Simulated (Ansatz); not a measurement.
AlH₅O₄, SMILES `[OH][Al-]([OH])([OH])[OH2+]`, relaxed with RKS PBE-D4/def2-SVP in Ansatz from a rough embedded geometry. The force threshold is 0.03 eV/Å; the program also tests the step.

Total charge 0; spin multiplicity 1.

Start:

```xyz
10

O    -0.161   -1.367   -1.196
Al    0.080   -0.189    0.118
O    -0.436   -0.973    1.663
O     1.809    0.310    0.280
O    -0.912    1.336   -0.179
H     0.158   -0.884   -2.072
H    -0.326   -0.261    2.398
H     2.291   -0.564    0.391
H    -1.874    0.955   -0.349
H    -0.628    1.637   -1.054
```

Problem. How much energy does the relaxation release, and in how many steps? (An estimate is asked.)

Solution. The calculation gave: 131.33 kJ/mol, in 31 steps, 5 of them rejected.

Problem. Which bonds change most? (An estimate is asked.)

Solution. Ansatz gave: Al2–O5 from 1.843 to 2.000 Å; O1–H6 from 1.050 to 0.969 Å; Al2–O3 from 1.807 to 1.727 Å; Al2–O4 from 1.807 to 1.743 Å.

Problem. Give the relaxed structure. (Best estimate.)

Solution. Computed: 
```xyz
10

O    -0.326   -0.924   -1.379
Al    0.129   -0.295    0.197
O    -0.462   -1.215    1.534
O     1.545    0.719    0.274
O    -0.968    1.308   -0.276
H    -0.716   -1.807   -1.467
H    -0.237   -0.960    2.441
H     2.442    0.354    0.283
H    -1.168    0.876   -1.149
H    -0.240    1.943   -0.459
```
